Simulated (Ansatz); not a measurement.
Compare A (`C[C](F)(Cl)[SnH3]`) with its isomer B (`[CH3][SnH]([F])[CH2]Cl`).

Gas-phase electronic energies from Ansatz, PBE0-D4/def2-TZVP geometries. CCSD(T)/CBS is the MP2 limit (def2-TZVPP, def2-QZVPP) plus CCSD(T) − MP2 in def2-TZVPP, frozen cores. DFT in def2-TZVPP. B3LYP here is the variant with VWN-RPA as its local correlation; programs differ in this. Elements past krypton have def2 core potentials. For Sn outer-core shells are correlated without core-valence functions, which leaves a few kJ/mol of doubt a bond. Each species was taken in one conformer, which may not be the lowest.

(1) Which isomer does CCSD(T)/CBS put lower? Give the gap. (An estimate is asked.)

(2) Give E(B) − E(A) in kcal/mol with B3LYP-D4, ωB97M-V, B2PLYP, CCSD(T)/def2-TZVPP, r2SCAN-D4, PBE-D4, B3LYP. (An estimate is asked.)

Largest T1 diagnostic: 0.012.

Results:

(1) Computed: B, by 42.4 kcal/mol.

(2) The calculation gave: B3LYP-D4 -38.8, ωB97M-V -38.2, B2PLYP -40.8, CCSD(T)/def2-TZVPP -39.1, r2SCAN-D4 -38.0, PBE-D4 -36.8, B3LYP -39.9. None reverses the order clearly.

The D4 term adds +1.1 kcal/mol with B3LYP and +0.5 kcal/mol with PBE0; it sums over pairs of atoms, weighted by their polarisabilities, and B3LYP, whose exchange is more repulsive, gets the larger term.
